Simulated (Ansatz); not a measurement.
Al(PF3)H3 (AlPH3F3). The state is a singlet with charge 0. Geometry PBE0-D4/def2-SVP; atoms count from 1.

Cartesian coordinates in Å:
```
Al 0.238 -1.324 -0.656
P -0.160 0.898 0.436
F -0.669 2.100 -0.447
F 1.055 1.598 1.155
F -1.222 0.959 1.599
H 0.741 -1.988 0.706
H 1.305 -0.751 -1.695
H -1.287 -1.492 -1.097
```

Q: Estimate the Mulliken populations from the PBE0/def2-TZVP orbitals of Ansatz.

A: 
| atom | charge (e) |
| --- | --- |
| Al1 | 0.14 |
| P2 | 0.81 |
| F3 | -0.20 |
| F4 | -0.20 |
| F5 | -0.20 |
| H6 | -0.12 |
| H7 | -0.12 |
| H8 | -0.12 |
Mulliken values depend strongly on the basis.

Q: And the Mayer bond orders between heavy atoms (over 0.3)?

A: Al1–P2 0.53 (2.51 Å); P2–F3 1.15 (1.58 Å); P2–F4 1.15 (1.58 Å); P2–F5 1.15 (1.58 Å).
